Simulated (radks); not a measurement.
All-electron atom: Sn XXXVII in [Ne] 3s2 3p2 (the NIST ground configuration).

Method: scalar-relativistic Kohn-Sham, r2SCAN, spin-polarised, spherical densities, finite nucleus; open shells are filled with parallel spins first (spin-orbit coupling, left out, can overturn this in heavy ions); meta-GGA in the generalised Kohn-Sham scheme; Fermi nuclear charge, rms radius 4.6519 fm; computed with a radial shooting solver on a logarithmic mesh with Libxc functionals.

Energy parts (eV):
total: -138660.622
kinetic: 145908.813
electron-nucleus: -300735.562
Hartree: 18808.087
exchange-correlation: -2641.961

Orbitals (lengths in bohr, moments of r in powers of bohr; <r^-3> diverges for s and p1/2):
1s up: occ. 1; eigenvalue (eV) -31182.23
1s down: occ. 1; eigenvalue (eV) -31175.43
2s up: occ. 1; eigenvalue (eV) -6417.909
2s down: occ. 1; eigenvalue (eV) -6414.751
2p up: occ. 3; eigenvalue (eV) -5987.050; <r^-3> 4836
2p down: occ. 3; eigenvalue (eV) -5980.791; <r^-3> 4831
3s up: occ. 1; eigenvalue (eV) -2514.924
3s down: occ. 1; eigenvalue (eV) -2492.496
3p up: occ. 2; eigenvalue (eV) -2376.335; <r^-3> 1209
3p down: occ. 0; eigenvalue (eV) -2353.986; <r^-3> 1203

The highest occupied level is 3p up at -2376.3 eV. The spin density at the nucleus is 4.55 e/bohr^3 (1s -25.46, 2s 5.08, 3s 24.93). Summed over all electrons, <r^2> = 0.5264 bohr^2, which gives a Langevin (diamagnetic) susceptibility term of -0.417 x 10^-6 cm^3/mol.
